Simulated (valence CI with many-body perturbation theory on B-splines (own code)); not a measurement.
## Sc XIV in brief

Level of theory: valence CI with perturbative core correlation (CI+MBPT): six valence electrons over a frozen Dirac-Fock core [He], radial functions for each j: 9 s, 9 p, 8 d, 6 f, 3 g, 1 h, with the one-electron correlation potential Σ1 (screened to all orders), the two-electron term Σ2, the three-electron term Σ3, Breit, model QED; selected single and double excitations, second order for the rest, scaled by the run's own slope (own B-spline code, finite nucleus).

No measured spectrum was set against this ion. As an estimate, levels of excited configurations hold to 0.05 to 0.15 % of their energy, terms of the ground configuration to about 0.5 %. Among the levels kept, up to 3000 cm⁻¹ of a level comes from second order outside the variational space, and about a tenth of that is noise between levels of different J, which matters for small intervals.

Rates and lifetimes use the calculated energies. Strong lines usually hold to 10 to 20 %, long lifetimes can be off by a factor of two.

What is the ground level?

2s2 2p4 3P_2, composition 96 % 2s2 2p4 3P + 4 % 2s2 2p4 1D, g = 1.480.

Where does the other parity begin?

At 2s 2p5 3P°_2, 82.42 eV.

How is the term 3P of the ground level split?

J = 2 at 0.00, J = 1 at 3.87, J = 0 at 4.38 eV.

Among levels below 536.20 eV, which E1 lines absorb most strongly from the ground level?

to 2s2 2p3 3d 3D°_3 at 2.354 nm, f = 0.213; to 2s 2p5 3P°_2 at 15.04 nm, f = 0.0732; to 2s2 2p3 3s 3D°_3 at 2.539 nm, f = 0.0526.

What are the static dipole polarisabilities of the lowest levels?

2s2 2p4 3P_2 0.0203 (tensor 0.0048); 2s2 2p4 3P_1 0.0207 (tensor -0.0026); 2s2 2p4 3P_0 0.0203; 2s2 2p4 1D_2 0.0188 (tensor -0.0080) bohr³, of which the core gives 4.84e-05.
